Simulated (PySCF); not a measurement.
**Mayer bond orders and bond lengths**

Compound: AlCl2Et, C2H5AlCl2.
Structure used (PBE0-D3(BJ)/def2-SVP), in Å, numbered top down from 1:
```
atom  x, y, z in Å
Al1    0.702    1.334    0.538
Cl2    2.790    1.476    0.690
Cl3   -0.334    3.136    0.244
C4    -0.230   -0.369    0.585
C5    -0.441   -0.971   -0.811
H6    -1.203   -0.216    1.081
H7     0.340   -1.066    1.223
H8    -0.967   -1.938   -0.759
H9    -1.046   -0.311   -1.454
H10    0.513   -1.152   -1.333
```

Bond orders from the PBE0/pcSseg-1 (pcSseg-2 on Al) density (PySCF). One conformer (not necessarily the lowest) at the PBE0-D3(BJ)/def2-SVP geometry, without solvent, vibrations or thermal averaging.

Set the Mayer orders of the bonds between heavy atoms beside their lengths.

| bond | length (Å) | Mayer order |
| --- | --- | --- |
| Al1–Cl2 | 2.099 | 1.070 |
| Al1–Cl3 | 2.099 | 1.068 |
| Al1–C4 | 1.942 | 0.954 |
| C4–C5 | 1.534 | 1.037 |

And the bonds to hydrogen?

C–H: 0.93 to 0.96 (5 bonds).

Sum the orders of all bonds at each heavy atom with more than one neighbour.

Al1 3.092, C4 3.858, C5 3.922. Orders between atoms that aren't bonded are not in these sums.

Mayer orders depend on the basis set.
